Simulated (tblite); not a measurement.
Compound: C4H11Cl2FSi2.
Atom-mapped SMILES: `[F:1][CH2:2][C@H:3]([SiH2:4][CH2:5][SiH3:6])[CH:7]([Cl:8])[Cl:9]` (hydrogens: H10, H11 on C2; H12 on C3; H13, H14 on Si4; H15, H16 on C5; H17, H18, H19 on Si6; H20 on C7)

Computed with GFN2-xTB (tblite), gas phase: L-BFGS steps from a force-field or distance-geometry start until the largest atomic force falls under 0.01 eV/Å.

Step 6: E = -856.0205 eV
```
atom  x, y, z in Å  |  force x, y, z in eV/Å
F1     -0.8242   -2.3191   -0.2847    0.026  -0.053   0.006
C2     -1.7592   -1.3538   -0.0051    0.025  -0.036   0.008
C3     -1.2870   -0.0264   -0.5773   -0.016   0.029  -0.113
Si4     0.3021    0.6216    0.2781    0.064  -0.038   0.034
C5      1.7588   -0.5190   -0.0895   -0.021  -0.061  -0.035
Si6     3.3180    0.2196    0.7009    0.019  -0.054  -0.017
C7     -2.3669    1.0179   -0.5966    0.009   0.006   0.003
Cl8    -3.0999    1.2432    0.9909   -0.026  -0.019   0.203
Cl9    -3.6657    0.6237   -1.7698   -0.044  -0.043   0.000
H10    -2.6949   -1.6942   -0.4613   -0.047   0.048   0.021
H11    -1.8519   -1.3248    1.0842   -0.081   0.037   0.001
H12    -1.0386   -0.2125   -1.6233    0.062  -0.054  -0.153
H13     0.0612    0.7269    1.7188   -0.074   0.018  -0.025
H14     0.5637    1.9429   -0.3086   -0.083   0.031   0.021
H15     1.5752   -1.5224    0.2934    0.003   0.054   0.075
H16     1.9005   -0.6510   -1.1637   -0.008   0.116   0.049
H17     4.4628   -0.6481    0.4327    0.053  -0.004   0.009
H18     3.0839    0.3456    2.1396    0.066  -0.006  -0.003
H19     3.5338    1.5499    0.1300    0.058  -0.016   0.014
H20    -1.9768    1.9907   -0.8918    0.017   0.044  -0.098
```

Step 7: E = -856.0245 eV
```
atom  x, y, z in Å  |  force x, y, z in eV/Å
F1     -0.8253   -2.3196   -0.2837    0.017  -0.052   0.015
C2     -1.7597   -1.3535   -0.0052    0.024  -0.005  -0.026
C3     -1.2869   -0.0267   -0.5804    0.003   0.016  -0.107
Si4     0.3037    0.6204    0.2799   -0.028   0.018   0.045
C5      1.7601   -0.5176   -0.0879   -0.022  -0.023   0.002
Si6     3.3211    0.2151    0.6994    0.085  -0.001   0.023
C7     -2.3675    1.0168   -0.5980    0.018   0.024   0.021
Cl8    -3.0946    1.2380    0.9955   -0.016  -0.005   0.140
Cl9    -3.6692    0.6211   -1.7698   -0.021  -0.029   0.034
H10    -2.6959   -1.6905   -0.4639   -0.035   0.032   0.043
H11    -1.8530   -1.3201    1.0842   -0.081   0.021  -0.014
H12    -1.0442   -0.2129   -1.6287    0.083  -0.055  -0.115
H13     0.0556    0.7287    1.7223   -0.057   0.006  -0.081
H14     0.5579    1.9444   -0.3078   -0.074   0.008   0.034
H15     1.5758   -1.5185    0.2933   -0.012  -0.032   0.109
H16     1.8993   -0.6481   -1.1594    0.007   0.104  -0.052
H17     4.4708   -0.6514    0.4323    0.001   0.025   0.016
H18     3.0864    0.3466    2.1396    0.074  -0.020  -0.034
H19     3.5357    1.5493    0.1315    0.057  -0.053   0.020
H20    -1.9750    1.9893   -0.8960   -0.023   0.019  -0.071
```

Step 8: E = -856.0284 eV
```
atom  x, y, z in Å  |  force x, y, z in eV/Å
F1     -0.8261   -2.3212   -0.2825   -0.008  -0.035   0.028
C2     -1.7598   -1.3533   -0.0058    0.014   0.028  -0.055
C3     -1.2865   -0.0269   -0.5855    0.026  -0.007  -0.077
Si4     0.3048    0.6195    0.2819   -0.104   0.056   0.019
C5      1.7610   -0.5166   -0.0863   -0.007   0.017   0.039
Si6     3.3252    0.2108    0.6983    0.108   0.037   0.045
C7     -2.3679    1.0164   -0.5988    0.017   0.025   0.030
Cl8    -3.0900    1.2332    1.0025    0.016   0.004   0.037
Cl9    -3.6727    0.6181   -1.7690    0.002  -0.010   0.075
H10    -2.6976   -1.6864   -0.4654   -0.015   0.011   0.052
H11    -1.8557   -1.3155    1.0838   -0.064   0.010  -0.040
H12    -1.0475   -0.2144   -1.6360    0.083  -0.043  -0.055
H13     0.0492    0.7305    1.7240   -0.045  -0.003  -0.103
H14     0.5510    1.9459   -0.3064   -0.062  -0.008   0.044
H15     1.5760   -1.5155    0.2954   -0.019  -0.085   0.112
H16     1.8983   -0.6433   -1.1565    0.014   0.080  -0.111
H17     4.4783   -0.6539    0.4322   -0.029   0.037   0.018
H18     3.0902    0.3471    2.1390    0.078  -0.031  -0.046
H19     3.5386    1.5478    0.1333    0.058  -0.073   0.019
H20    -1.9739    1.9884   -0.9013   -0.064  -0.009  -0.030
```

Step 9: E = -856.0325 eV
```
atom  x, y, z in Å  |  force x, y, z in eV/Å
F1     -0.8271   -2.3235   -0.2806   -0.039  -0.010   0.039
C2     -1.7595   -1.3526   -0.0075   -0.002   0.049  -0.068
C3     -1.2856   -0.0272   -0.5923    0.039  -0.028  -0.032
Si4     0.3041    0.6194    0.2841   -0.132   0.057  -0.032
C5      1.7619   -0.5155   -0.0839    0.008   0.043   0.058
Si6     3.3312    0.2069    0.6979    0.077   0.051   0.043
C7     -2.3681    1.0162   -0.5991    0.015   0.006   0.022
Cl8    -3.0848    1.2282    1.0108    0.057   0.011  -0.074
Cl9    -3.6765    0.6147   -1.7665    0.018   0.007   0.112
H10    -2.6996   -1.6818   -0.4659    0.005  -0.012   0.046
H11    -1.8600   -1.3103    1.0824   -0.035   0.005  -0.068
H12    -1.0493   -0.2169   -1.6450    0.073  -0.021   0.014
H13     0.0414    0.7324    1.7239   -0.040  -0.010  -0.092
H14     0.5424    1.9475   -0.3041   -0.045  -0.009   0.046
H15     1.5760   -1.5136    0.2999   -0.015  -0.086   0.081
H16     1.8974   -0.6363   -1.1550    0.012   0.050  -0.102
H17     4.4858   -0.6560    0.4324   -0.038   0.033   0.014
H18     3.0960    0.3470    2.1376    0.080  -0.039  -0.032
H19     3.5431    1.5448    0.1355    0.063  -0.067   0.008
H20    -1.9740    1.9874   -0.9077   -0.098  -0.028   0.016
```

Task: Estimate the geometry and energy of step 10. (The exact step hangs on the optimiser's Hessian estimate; all steps are aligned on step 9, rigid shifts and turns removed.)

Result: E = -856.0362 eV, largest force 0.168 eV/Å
```
atom  x, y, z in Å  |  force x, y, z in eV/Å
F1     -0.8289   -2.3259   -0.2781   -0.060   0.009   0.040
C2     -1.7593   -1.3513   -0.0101   -0.019   0.045  -0.058
C3     -1.2842   -0.0278   -0.5994    0.034  -0.035   0.009
Si4     0.3013    0.6201    0.2855   -0.096   0.023  -0.077
C5      1.7628   -0.5141   -0.0810    0.012   0.045   0.050
Si6     3.3382    0.2040    0.6982    0.008   0.036   0.020
C7     -2.3679    1.0158   -0.5989    0.014  -0.024   0.000
Cl8    -3.0788    1.2237    1.0174    0.085   0.018  -0.144
Cl9    -3.6797    0.6116   -1.7621    0.015   0.014   0.125
H10    -2.7016   -1.6777   -0.4655    0.013  -0.033   0.023
H11    -1.8647   -1.3052    1.0797   -0.006   0.008  -0.080
H12    -1.0494   -0.2196   -1.6534    0.059   0.001   0.064
H13     0.0331    0.7340    1.7223   -0.042  -0.014  -0.061
H14     0.5333    1.9490   -0.3010   -0.029   0.008   0.038
H15     1.5758   -1.5130    0.3055   -0.002  -0.035   0.028
H16     1.8967   -0.6287   -1.1550    0.003   0.020  -0.032
H17     4.4923   -0.6574    0.4329   -0.027   0.016   0.008
H18     3.1030    0.3462    2.1359    0.077  -0.040   0.005
H19     3.5486    1.5408    0.1377    0.071  -0.036  -0.010
H20    -1.9759    1.9863   -0.9135   -0.109  -0.027   0.051
```

The energy changes by -0.0037 eV. The first-order estimate −F·Δx gives -0.0051 eV and the mean of the old and new forces, exact on a quadratic surface, -0.0037 eV. The step makes an angle of 65° with the force vector and moves no atom by more than 0.010 Å.

What follows is the cost of the whole relaxation. The run took 1.6 s on one thread of an Arm Neoverse V1, shared host.
